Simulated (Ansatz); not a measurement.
Isolated molecules relaxed with PBE0-D4/def2-TZVP in Ansatz; ΔE leaves out vibrations. CBS: MP2 limit from def2 TZ/QZ plus the TZ coupled-cluster correction, frozen cores. This one scheme is used for every species. Functionals use def2-TZVPP. B3LYP here is the variant with VWN-RPA as its local correlation; programs differ in this. One conformer a species, not always the lowest.

Reaction (formal exchange of groups at the Si–C bond): `C=C(S)[SiH2]Cl` + `CC(=N)O` → `N=C(O)C[SiH2]Cl` + `C=CS`

(1) Is it downhill or uphill in electronic energy at CCSD(T)/CBS, and by how much? (Best estimate.)

(2) What do these levels give: ωB97X-V, ωB97M-V, PBE, B3LYP, CCSD/def2-TZVPP, MP2/def2-QZVPP? (Estimate.)

Largest T1 diagnostic among the species: 0.013.

Answers

(1) The calculation gave: Uphill: ΔE = +6.7 kJ/mol.

(2) The calculation gave: ωB97X-V 4.3, ωB97M-V 4.5, PBE 4.6, B3LYP 3.8, CCSD/def2-TZVPP 4.4, MP2/def2-QZVPP 9.0 kJ/mol.

In def2-TZVPP, CCSD(T) changes the Hartree–Fock value by +3.7 kJ/mol (the triples alone add +1.5 kJ/mol) and MP2 by +6.3 kJ/mol. The D4 term adds +3.6 kJ/mol with B3LYP and +1.8 kJ/mol with PBE0; it sums over pairs of atoms, weighted by their polarisabilities, and B3LYP, whose exchange is more repulsive, gets the larger term.
